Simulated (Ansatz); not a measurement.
Input and output for AlI₃.

```yaml
crystal:
  periodic: [false, false, false]
  atoms:
    - {symbol: Al, position_ang: [-0.000016, -0.000017, 0.000002]}
    - {symbol: I, position_ang: [2.458897, -0.027934, 0.013177]}
    - {symbol: I, position_ang: [-1.205140, 2.143487, -0.017508]}
    - {symbol: I, position_ang: [-1.253741, -2.115535, 0.004339]}
basis:
  gaussian: {orbitals: def2-mTZVPP}
hamiltonian: {xc: {name: B2GP-PLYP}}
scf: {omitted_lower_state_checks: [starts]}
```

```sh
$ ansatz run in.yaml --threads 4 --pin off --events-out ev --progress --plain --max-ram 3916MiB
```

Shortened log:

```
Functional definition: B2GP-PLYP
1194 factors; integrals over basis functions are off by at most 1.9e-4 eV
mean field evaluation 1: about -30858.5265 eV, gradient 1.4e1 eV
mean field evaluation 2: about -30858.6216 eV, gradient 1.4e1 eV
mean field evaluation 4: about -30859.3931 eV, gradient 9.7e-1 eV
mean field evaluation 8: about -30859.4034 eV, gradient 8.7e-3 eV
mean field evaluation 16: about -30859.4034 eV, gradient 2.7e-6 eV
mean field -30859.40337531 eV, -1134.0621567877 hartree, gradient 2.7e-6 eV, S^2 0.000000; 0 other end points of the search recorded, 0 dependent functions left out
17 core orbitals not correlated: weight in the atoms' cores, before any rotation towards them, 1.000 or more for the frozen orbitals, at most 0.000 for the correlated occupied ones
reference -30859.40348719 eV, -1134.0621608994 hartree; 27, 27 occupied and 86, 86 virtual orbitals, 1194 factors
second order -16.08695400 eV of doubles, -0.00000000 eV of singles
Total energy: -30865.19479063 eV, -1134.2749873753 hartree
Checks for a lower state left out: starts
```

It took 3 s on 4 threads of Arm Neoverse V1 on a shared host.

In the def2 sets I takes a core potential; there is no spin–orbit coupling. Correlated methods freeze 17 core orbitals; core or outer-core shells of I are correlated, in sets that lack core-valence functions.
